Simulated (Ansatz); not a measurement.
`S[Si](Cl)(Cl)Cl` + `CC(C)N` → `CC(C)N[Si](Cl)(Cl)Cl` + H₂S  (ligand exchange at the Si–S bond)

Isolated molecules relaxed with PBE0-D4/def2-TZVP in Ansatz; ΔE leaves out vibrations. CCSD(T)/CBS is the MP2 limit (def2-TZVPP, def2-QZVPP) plus CCSD(T) − MP2 in def2-TZVPP, frozen cores. This one scheme is used for every species. DFT in def2-TZVPP. B3LYP here is the variant with VWN-RPA as its local correlation; programs differ in this. One conformer a species, not always the lowest.

```
         level  ΔE (eV)
      B3LYP-D4    -0.24
       ωB97M-V    -0.22
        B2PLYP    -0.19
          BLYP    -0.11
          PBE0    -0.09
         BHLYP    -0.22
       LC-ωPBE    -0.18
CCSD/CBS(def2)    -0.22
```

(1) What does CCSD(T)/CBS give? (An estimate is asked.)

Largest T1 diagnostic among the species: 0.010.

Results:

(1) Computed: -0.21 eV. The listed levels differ from it by -0.03, -0.01, 0.02, 0.10, 0.12, -0.01, 0.03, -0.01 eV.

Leaving LDA and LC-ωPBE aside and taking each functional with its dispersion term where it has one, the values, not all of them listed here, spread over 0.18 eV, from CAM-B3LYP-D4 to PBE-D4. LDA lies −0.12 eV from PBE without D4. From BLYP to BHLYP (50 % exact exchange), in def2-TZVPP and without D4, ΔE moves by −0.11 eV.
